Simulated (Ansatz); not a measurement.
Total energies of SeF₄ from Ansatz at PBE-D4/def2-TZVPD, gas phase (1 Eh = 27.2114 eV = 2625.5 kJ/mol). The reference geometry is relaxed at r2SCAN-D4/def2-SVP.

```xyz
5

Se   -0.146    0.484   -0.064
F    -1.791   -0.144    0.257
F     1.594    0.797   -0.343
F     0.004   -0.789   -1.216
F     0.339   -0.348    1.366
```

```csv
state,geometry,energy (Eh)
charge 0 singlet,reference,-2800.37842
charge -1 doublet,reference,-2800.40465
free Se atom (triplet),–,-2401.12538
free F atom (doublet),–,-99.67049
```

Task: Work out the vertical electron affinity, to the doublet.

Result: E(charge 0 singlet) − E(charge -1 doublet) = -2800.37842 − (-2800.40465) = 0.02623 Eh = 0.71 eV.

Task: What is the binding energy per atom against free atoms?

Result: Atoms: 1 × (-2401.12538) + 4 × (-99.67049) = -2799.80734 Eh. Binding: -2799.80734 − (-2800.37842) = 0.57108 Eh = 15.54 eV, or 3.11 eV for each of 5 atoms (no zero-point energy, no counterpoise term).

At PBE-D4/def2-TZVPD the highest occupied level of the charge -1 doublet lies above zero (up to 2.13 eV). By energy differences its removal costs 0.71 eV (vertical, to the charge 0 singlet, at PBE-D4/def2-TZVPD); a positive level beside a positive removal energy at the same level points to self-interaction error.
